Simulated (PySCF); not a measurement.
**Excitation energy of Sn by level of theory**

Sn [Kr] 4d10 5s2 5p2 (3P) → Sn [Kr] 4d10 5s1 5p2 6s1 (5P), as a difference of total energies. Computed with PySCF 2.14 in aug-cc-pV5Z-PP with ECP28MDF, with scalar relativity through the core potential. Correlated levels: valence: 4s2 4p6 4d10 frozen. The calculations carry no spin-orbit coupling.

```tsv
method	excitation energy (eV)
UHF	8.148
LDA	10.504
PBE	10.170
PBE0	9.894
r2SCAN	9.927
M06-L	10.506
M06	10.703
MN15	10.407
MP2 (valence)	9.101
SCS-MP2 (valence)	9.415
```

**Question.** How much does correlation contribute at MP2 (valence)?

**Answer.** 9.101 − (8.148) = 0.953 eV, measured against UHF.

The upper state lies above the first ionisation limit, but in LS coupling its spin forbids autoionisation to the ground ion; at this Z spin-orbit coupling breaks that rule. A Rydberg-like electron needs more diffuse functions than a valence basis has.

The promoted electron is Rydberg-like, and one or two diffuse shells describe it only roughly, which tends to raise the upper state.
